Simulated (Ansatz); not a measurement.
Total energies of CH₂BFN₂, SMILES `N=C1NB1F`.

```tsv
atom	x (Å)	y (Å)	z (Å)
N1	0.077	1.186	-1.233
C2	0.070	0.250	-0.401
N3	-0.407	0.151	0.928
B4	0.164	-1.006	0.447
F5	0.449	-2.237	0.779
H6	0.510	0.886	-2.102
H7	-0.864	0.770	1.582
```

The species carries charge 0 and has multiplicity 1. All single points use the PBE0-D4/def2-TZVP geometry. It is one conformer, not always the lowest. Basis def2-TZVPP, Ansatz.

RPA on PBE orbitals: Hartree–Fock energy of these orbitals -272.13090 Eh, correlation -1.36834 Eh (frozen core).

| functional | energy without D4 (Eh) | D4 term (kJ/mol) |
| --- | --- | --- |
| B97M-V | -273.60118 | – |
| HSE06 (plane-wave form) | -273.32737 | -8.4 |

Problem. Give the same for LDA (SPW92), PBE, revPBE, BLYP, r2SCAN, PBE0, B3LYP, r2SCANh, r2SCAN0, BHLYP, CAM-B3LYP, LC-ωPBE, ωB97X-V, ωB97M-V, B2PLYP, PBE-QIDH. (Best estimate.)

Solution. Ansatz gave: 
```tsv
functional	energy without D4 (Eh)	D4 term (kJ/mol)
LDA (SPW92)	-271.50389	–
PBE	-273.33729	-11.0
revPBE	-273.56138	-38.5
BLYP	-273.58713	-25.1
r2SCAN	-273.50238	-2.6
PBE0	-273.34020	-9.1
B3LYP	-273.64503	-17.7
r2SCANh	-273.48640	-2.8
r2SCAN0	-273.46356	-3.0
BHLYP	-273.50237	-12.3
CAM-B3LYP	-273.53438	-9.1
LC-ωPBE	-273.45979	–
ωB97X-V	-273.55078	–
ωB97M-V	-273.56168	–
B2PLYP	-273.44890	–
PBE-QIDH	-273.29554	–
```

B3LYP takes the VWN-RPA correlation (the form of Gaussian; ORCA's B3LYP/G). HSE06 is the plane-wave form, built on full-range PBE exchange. The double hybrids freeze the cores in their second-order part.

LC-ωPBE has ω = 0.4 bohr⁻¹.
